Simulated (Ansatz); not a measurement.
Geometry optimisation, RKS LDA/STO-3G in Ansatz 0.2.0.

The input (input.yaml):

```yaml
crystal:
  periodic: [false, false, false]
  atoms:
    - { symbol: S, position_ang: [-1.0691, 1.3367, 1.3987] }
    - { symbol: Si, position_ang: [0.2685, -0.0095, 0.6317] }
    - { symbol: Cl, position_ang: [2.1722, 0.275, 1.143] }
    - { symbol: C, position_ang: [-0.0872, -1.0715, -0.7761] }
    - { symbol: O, position_ang: [0.279, 0.2388, -1.0255] }
    - { symbol: H, position_ang: [-0.8459, 2.3554, 0.4892] }
    - { symbol: H, position_ang: [0.5444, -1.8899, -0.9952] }
    - { symbol: H, position_ang: [-1.1698, -1.292, -0.9216] }
basis:
  gaussian: { orbitals: STO-3G }
hamiltonian:
  xc: lda
relax:
  f_tol: 0.02
  max_steps: 40
```

Command:

```bash
$ ansatz run input.yaml --threads 1 --pin off --max-ram 2048MiB --backend cpu --events-out ev --progress --plain --runs-dir out
```

Task: Where does it end, and by what steps?

Result: The forces met the threshold. Limits of this set-up: minimal basis. After 15 steps the energy has fallen by 0.892 eV; H6 moved furthest, 0.90 Å.

| step | energy less start (eV) | largest force component (eV/Å) | accepted |
| --- | --- | --- | --- |
| 0 | 0.0000 | 3.295 | yes |
| 1 | -0.6319 | 1.813 | yes |
| 2 | -0.7891 | 0.648 | yes |
| 3 | -0.7770 | 1.608 | no |
| 4 | -0.8585 | 0.207 | yes |
| 5 | -0.8661 | 0.089 | yes |
| 6 | -0.8698 | 0.101 | yes |
| 7 | -0.8725 | 0.338 | yes |
| 8 | -0.8820 | 0.119 | yes |
| 9 | -0.8870 | 0.039 | yes |
| 10 | -0.8661 | 0.970 | no |
| 11 | -0.8887 | 0.133 | yes |
| 12 | -0.8890 | 0.261 | yes |
| 13 | -0.8914 | 0.031 | yes |
| 14 | -0.8919 | 0.022 | yes |
| 15 | -0.8920 | 0.013 | yes |

```xyz
8
Properties=species:S:1:pos:R:3
S -1.298 1.417 1.183
Si 0.192 0.261 0.258
Cl 2.066 0.477 1.195
C -0.128 -1.208 -0.741
O 0.285 0.070 -1.450
H -0.484 2.510 1.294
H 0.611 -2.029 -0.811
H -1.152 -1.555 -0.984
```

Run time: 34 s on 1 thread of Arm Neoverse V2 (shared host), peak memory 0.17 GiB.
